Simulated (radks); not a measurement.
Problem. All-electron atom: Tb I in [Xe] 4f9 6s2. Method: scalar-relativistic Kohn-Sham, LDA (Slater exchange, VWN5 correlation), spin-unpolarised, spherical densities, finite nucleus; Fermi nuclear charge, rms radius 5.06 fm; computed with a radial shooting solver on a logarithmic mesh with Libxc functionals. Some entries of the table are withheld. Estimate them.

orbital,occ.,eigenvalue (eV),<r> (bohr)
1s,2,-51803.45,0.02152
2s,2,(1),0.09157
2p,6,-7636.318,0.08091
3s,2,(2),0.2396
3p,6,-1610.564,0.2383
3d,10,-1226.520,0.2166
4s,2,-376.6114,0.5418
4p,6,-279.7854,0.5740
4d,10,-146.7890,0.6241
5s,2,-47.6227,1.326
5p,6,-24.9563,1.575
6s,2,-3.8502,(3)
4f,9,-3.2468,0.9095
5d,0,-1.4638,3.369
6p,0,-1.2192,5.859
7s,0,-0.0786,(4)

Solution. 
(1) 2s eigenvalue (eV): -8588.815
(2) 3s eigenvalue (eV): -1904.418
(3) 6s <r> (bohr): 4.106
(4) 7s <r> (bohr): 14.89
